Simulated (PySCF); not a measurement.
The complex [CuBr4]2- (charge -2) contains Cu(II), shell d9. The structure is a PBE0-D3(BJ)/def2-SVP, IEF-PCM water geometry optimised for multiplicity 2; coordination distorted tetrahedral, point group D2d, metal–donor distances 2.43 Å.

The d shell alone is too small an active space for [CuBr4]2- (Cu(II) with such soft donors has much ligand-hole, Cu(I)-like character): its levels, fitted parameters, g values and moments show what this model gives and aren't sound predictions.

Method (PySCF 2.14, density fitting): CASSCF(9,5) with orbitals averaged over all microstates of the shell, strongly contracted NEVPT2 on the averaged canonical orbitals; basis x2c-TZVPall on the metal, x2c-SVPall elsewhere; spin-free X2C; IEF-PCM water; spin-orbit coupling by state interaction with the mean-field operator over all roots.

CASSCF energies above the lowest CASSCF root:

```
state  CASSCF / cm⁻¹
  2B2              0
   2E           3897
  2B1           3945
  2A1           4891
```

Problem. How does dynamic correlation (SC-NEVPT2) move these states?

Solution. 
| state | NEVPT2 / cm⁻¹ | shift / cm⁻¹ |
| --- | --- | --- |
| 2B2 | 0 | 0 |
| 2E | 6433 | +2536 |
| 2B1 | 6997 | +3052 |
| 2A1 | 8149 | +3258 |

Ligand-hole states mix strongly into such Cu(II) halides; the d shell alone makes them too ionic, overstates g shifts and moments and can put the wrong state lowest. NEVPT2 lifts 2B1 from 3945 to 6997 cm⁻¹; on the d shell alone such lifts tend to overshoot.
